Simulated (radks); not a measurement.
Species: Cd2+. Configuration: [Kr] 4d10.

Method: scalar-relativistic Kohn-Sham, PBEsol, spin-polarised, spherical densities, finite nucleus; Fermi nuclear charge, rms radius 4.6087 fm; computed with a radial shooting solver on a logarithmic mesh with Libxc functionals.

Energy parts (hartree):
| part | energy |
|---|---|
| total | -5590.95439 |
| kinetic | 5817.11859 |
| electron-nucleus | -13489.04994 |
| Hartree | 2232.20640 |
| exchange-correlation | -151.22944 |

Orbitals (lengths in bohr, moments of r in powers of bohr; r(90%) holds 90 % of the orbital's charge):
| orbital | occ. | eigenvalue (hartree) | <r^2> | r(90%) | <r> |
|---|---|---|---|---|---|
| 1s | 2 | -974.9146 | 0.001251 | 0.0546 | 0.03041 |
| 2s | 2 | -145.3332 | 0.02045 | 0.203 | 0.1317 |
| 2p | 6 | -130.5061 | 0.01612 | 0.187 | 0.1149 |
| 3s | 2 | -27.64002 | 0.1471 | 0.528 | 0.3586 |
| 3p | 6 | -22.77599 | 0.1482 | 0.537 | 0.3573 |
| 3d | 10 | -15.15569 | 0.1334 | 0.529 | 0.3348 |
| 4s | 2 | -4.58286 | 0.8765 | 1.28 | 0.8794 |
| 4p | 6 | -3.15402 | 1.056 | 1.42 | 0.9601 |
| 4d | 10 | -1.11860 | 1.878 | 1.97 | 1.252 |

The highest occupied level is 4d at -30.439 eV. The density falls to 0.001 e/bohr^3 at r = 3.24 bohr. Summed over all electrons, <r^2> = 29.53 bohr^2, which gives a Langevin (diamagnetic) susceptibility term of -23.4 x 10^-6 cm^3/mol. The electron density at the nucleus is 1.634e+05 e/bohr^3 (large components only). For comparison, the ionisation energy in NIST's Atomic Spectra Database is 37.47 eV (measured). In exact Kohn-Sham theory the highest level is minus the ionisation energy, but local and semilocal functionals leave it too shallow, through self-interaction and a potential that decays too fast; potentials with the right tail come closer.
